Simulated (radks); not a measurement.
Values are calculated unless marked as measured or tabulated.
Q: These are the eigenvalues of the occupied orbitals of an atom or ion with whole-number occupations (eV). Code: a radial shooting solver on a logarithmic mesh with Libxc functionals. Model: scalar-relativistic Kohn-Sham, SCAN, spin-unpolarised, spherical densities, finite nucleus; meta-GGA in the generalised Kohn-Sham scheme; Fermi nuclear charge, rms radius of each element as measured or else 0.836 A^(1/3) + 0.57 fm.

| orbital | eigenvalue |
|---|---|
| 1s | -3975.953 |
| 2s | -429.5735 |
| 2p | -347.6128 |
| 3s | -57.1173 |
| 3p | -37.0452 |
| 4p | -6.3225 |

Which element is it, and in what charge state? The configuration may be excited.

A: Z = 20, calcium, charge +1: Ca+ in [Ar] 4p1. The list shows which subshells hold electrons but not how many an open one holds; the 1s level, -146.11 hartree, gives Z - s = 17.1 by -(Z - s)^2/2, which with screening and relativity narrows Z to a few neighbours, and the depths of the outer levels then fix element, charge and occupations together.
